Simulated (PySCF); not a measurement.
A TDDFT job was run through a driver script with this input:

```
{"job": {"kind": "uv", "xc": "CAM-B3LYP", "basis": "def2-SVPD", "nstates": 8, "ntriplets": 3}, "charge": 0, "multiplicity": 1}
Si     1.428513     1.933891    -0.210551
Si     0.747595    -0.090197    -1.150975
Si     0.912608    -2.079594     0.048795
S     -1.346514     0.124360    -1.859526
Si    -2.580707     0.134025    -0.141398
Cl    -1.607353     0.951215     1.443744
H      2.693309     2.364034    -0.814942
H      0.473978     3.032103    -0.366697
H      1.681578     1.750148     1.220870
H      1.318969    -0.257218    -2.494584
H      0.566252    -3.289152    -0.702022
H      2.299436    -2.221382     0.498770
H      0.060277    -2.074076     1.242258
H     -3.726538     0.958682    -0.472026
H     -2.925817    -1.228850     0.230717
```

Its output, with some lines taken out ([cut]) and without the SCF cycles:

```
converged SCF energy = -2021.2691163124

[cut]

Singlet excitations
state   eV       nm        f      main configurations
[cut]
  2   5.8472    212.0   0.02554   H->L+1 0.61, H->L+2 0.22
  3   6.0352    205.4   0.03666   H->L+2 0.61, H->L+1 0.21
  4   6.3714    194.6   0.02840   H-1->L 0.67, H->L+3 0.20
  5   6.4927    191.0   0.09026   H->L+3 0.52, H-1->L 0.20
[cut]
  7   6.8304    181.5   0.02775   H->L+5 0.63
  8   6.9651    178.0   0.00447   H-2->L 0.51, H->L+4 0.27

[cut]
```

Computed, not measured: TDDFT CAM-B3LYP/def2-SVPD, vertical, gas phase, core orbitals frozen in the response in PySCF 2.14.0, density-fitted response routines. One conformer (not necessarily the lowest) at the GFN2-xTB geometry, without solvent, vibrations or thermal averaging.

Q: Restore the lines that were cut, in order.

A: 
```
Static polarisability (au): isotropic 145.184, principal 132.469 148.415 154.666
  1   5.0490    245.6   0.00296   H->L 0.93
  6   6.6566    186.3   0.04273   H->L+4 0.48, H-2->L 0.26
Triplet excitations (Tamm-Dancoff, eV): 4.6673 5.4205 5.6905
```

Q: How much of the mean polarisability do the listed states account for?

A: The sum over states Σ f/ΔE² (ΔE in hartree) gives 4.71 au, 3% of the total; the rest comes from higher roots of the same response equations.

Q: What is the gap between the lowest singlet and the lowest triplet?

A: 5.0490 − 4.6673 = 0.3817 eV (full response against Tamm–Dancoff).

Q: What is the total energy of state 7 at this geometry?

A: -2021.26912 + 0.25101 = -2021.01811 hartree.

Q: Which species is it?

A: `[SiH3][SiH]([SiH3])S[SiH2]Cl` (ClH9SSi4), point group C1.

H and L stand for HOMO and LUMO.

Conformer computed: `[SiH3:1][SiH:2]([SiH3:3])[S:4][SiH2:5][Cl:6]`: Si1–Si2–S4–Si5 -74°, Si2–S4–Si5–Cl6 31°.
